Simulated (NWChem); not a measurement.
Species: BeIBr; SMILES [Br][Be][I]

Computed with NWChem. Geometry: optimised at PBE-D3(BJ)/def2-SVP. def2 effective core potentials on I; no spin-orbit coupling.

**Question.** Estimate the computed values for KT2/def2-TZVP. Quantities: highest occupied level (eV); orbital gap (eV); dipole (D).

**Answer.** 
```json
{
  "highest occupied level (eV)": "-7.11",
  "orbital gap (eV)": "5.51",
  "dipole (D)": "0.28"
}
```
